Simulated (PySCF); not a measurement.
Isomers C$_{8}$H$_{10}$S:

A. `InChI=1S/C8H10S/c1-6-3-4-8(9)5-7(6)2/h3-5,9H,1-2H3`
B. SMILES CSCc1ccccc1
C. `C=C1C=C(C)/C1=C/SC`

Spectrum 1. $^{13}$C{$^{1}$H} NMR (computed): δ 144.4 (C), 135.6 (CH), 133.8 (CH), 132.7 (CH), 42.6 (CH2), 17.2 (CH3).

Spectrum 2. $^{13}$C{$^{1}$H} NMR (computed): δ 164.2 (C), 153.7 (C), 146.6 (CH), 144.6 (C), 117.4 (CH), 101.9 (CH2), 20.7 (CH3), 14.2 (CH3).

Spectrum 3. $^{13}$C{$^{1}$H} NMR (computed): δ 142.5 (C), 139.3 (C), 136.6 (C), 135.3 (CH), 130.9 (CH), 128.9 (CH), 22.3 (CH3), 21.4 (CH3).

All values are calculated (PySCF 2.14): structure optimised with PBE0-D3(BJ)/def2-SVP, shieldings: GIAO PBE0/pcSseg-1. Single conformer, non-relativistic, one averaged value for each set of equivalent atoms, in vacuum.

Scale: TMS for $^{13}$C (reference shieldings calculated alike). Shifts are as computed. Against solution values, carbons near 30 ppm lie about +2 ppm off and those near 130 ppm about +5 ppm; carbons on S a further +3 ppm. Of 1211 compounds with measured shifts, 218 miss one by over three times the rms of a fit or turn the order of signals round; such compounds aren't used in these exercises.

Match each spectrum to its structure.

Answers

1–B, 2–C, 3–A.

- Spectrum 1 (B): 6 $^{13}$C signals; δC 135.6 is an aromatic CH; δC 133.8 is an aromatic CH.
- Spectrum 2 (C): 8 $^{13}$C signals; δC 164.2 is a fully substituted alkene carbon; δC 153.7 is a fully substituted alkene carbon.
- Spectrum 3 (A): 8 $^{13}$C signals; δC 135.3 is an aromatic CH; δC 130.9 is an aromatic CH.
